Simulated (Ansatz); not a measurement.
A set of 12 reactions (ligand exchange), with CCSD(T)/CBS values in kJ/mol:

```csv
reaction,ΔE
`C[O][GeH]([SH])[O]C` + HCl → `C[O][GeH]([SH])[Cl]` + CH₃OH,-36.8
`N[SiH2]O[SiH](N)O` + `N[SiH](O)Cl` → `N[SiH2]O[SiH](N)Cl` + `N[SiH](O)O`,2.6
`[SH][Zr]([SH])([Cl])[Cl]` + HCl → `[SH][Zr]([Cl])([Cl])[Cl]` + H₂S,-63.5
`[OH][Zr]([OH])([OH])[F]` + HCl → `[OH][Zr]([OH])([OH])[Cl]` + H–F,6.0
`[CH3][SbH2]` + HCl → `[Cl][SbH2]` + CH₄,-88.6
`[BH2][Ga]([OH])[F]` + H₂S → `[OH][Ga]([F])[SH]` + BH₃,-79.7
`[SiH3][O][Al]([SH])[Cl]` + `CB(C)O` → `CB(C)O[SiH3]` + `[OH][Al]([SH])[Cl]`,25.8
`C=C=N[SiH2]Cl` + `[OH][SnH3]` → `Cl[SiH2][O][SnH3]` + `C=C=N`,-62.2
`Cl[Si]Cl` + HBr → `Cl[Si]Br` + HCl,0.1
`CO[SiH](F)O[SiH2]F` + `[SiH3]N[SiH3]` → `F[SiH2]N([SiH3])[SiH3]` + `CO[SiH](O)F`,47.4
`C=[CH][In]([Cl])[Cl]` + HBr → `[Cl][In]([Cl])[Br]` + `C=C`,-126.1
`C[SiH2][SiH](O)F` + HCl → `O[SiH](F)[SiH2]Cl` + CH₄,-99.1
```

Computed with Ansatz on PBE0-D4/def2-TZVP structures; ΔE is electronic, products minus reactants. CCSD(T)/CBS is the MP2 limit (def2-TZVPP, def2-QZVPP) plus CCSD(T) − MP2 in def2-TZVPP, frozen cores. This one scheme is used for every species. Functionals use def2-TZVPP. B3LYP here is the variant with VWN-RPA as its local correlation; programs differ in this. def2 core potentials past Kr. For Br, Ga, Ge, In, Sb, Sn, Zr outer-core shells are correlated without core-valence functions, which leaves a few kJ/mol of doubt a bond. Scalar relativity is left out up to krypton. One conformer a species, not always the lowest.

(1) Give the mean, mean absolute and largest difference (level minus CCSD(T)/CBS, kJ/mol) for: ωB97M-V, B2PLYP, PBE, r2SCAN, PBE0, B3LYP, HF/def2-TZVPP, MP2/def2-TZVPP, SCS-MP2/def2-TZVPP, CCSD/def2-TZVPP, MP2/def2-QZVPP, HF/CBS(def2), MP2/CBS(def2), CCSD/CBS(def2). (Estimate.)

The largest T1 diagnostic in the set is 0.017, for `[SH][Zr]([SH])([Cl])[Cl]` (customary mark 0.02).

CCSD(T)/CBS is a level of theory with its own doubt, and the functionals carry their triple-zeta basis error, so these figures describe this set and don't rank the functionals.

Results:

(1) Computed: 
```csv
level,mean,mean absolute,largest
ωB97M-V,0.0,2.3,7.7
B2PLYP,0.4,3.4,7.7
PBE,1.6,4.9,12.4
r2SCAN,-0.7,3.3,-8.1
PBE0,-0.2,3.2,-11.1
B3LYP,0.4,5.8,12.4
HF/def2-TZVPP,-5.1,10.7,-25.8
MP2/def2-TZVPP,0.8,3.6,-10.7
SCS-MP2/def2-TZVPP,1.0,2.6,-8.7
CCSD/def2-TZVPP,2.0,2.8,6.4
MP2/def2-QZVPP,-0.6,2.6,-9.0
HF/CBS(def2),-5.2,11.4,-25.8
MP2/CBS(def2),-1.6,2.8,-7.9
CCSD/CBS(def2),-0.4,1.6,3.5
```
